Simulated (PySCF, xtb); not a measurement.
Sn(Cl)2(OMe)(NH2) (CH5Cl2NOSn), SMILES C[O][Sn]([NH2])([Cl])[Cl]. The values are those of a single conformer.

Harmonic wavenumbers (cm⁻¹) from GFN2-xTB run with xtb 6.7.1 at its own minimum, in rising order: 35, 68, 79, 90, 106, 107, 109, 164, 232, 281, 329, 383, 459, 741, 756, 1031, 1128, 1140, 1404, 1445, 1460, 1477, 2943, 2952, 2963, 3355, 3391.

**Question.** What does r2SCAN-D4/def2-SVP run with PySCF give at its own minimum? (Estimate from the structure and the level; the computed values follow.)

**Answer.** 41, 83, 89, 112, 130, 132, 149, 199, 255, 363, 389, 551, 572, 666, 864, 1079, 1166, 1179, 1457, 1464, 1478, 1527, 2983, 3067, 3110, 3491, 3598. Paired by order, the mean absolute difference is 64 cm⁻¹ and the zero-point energies are 40.9 and 43.2 kcal/mol.
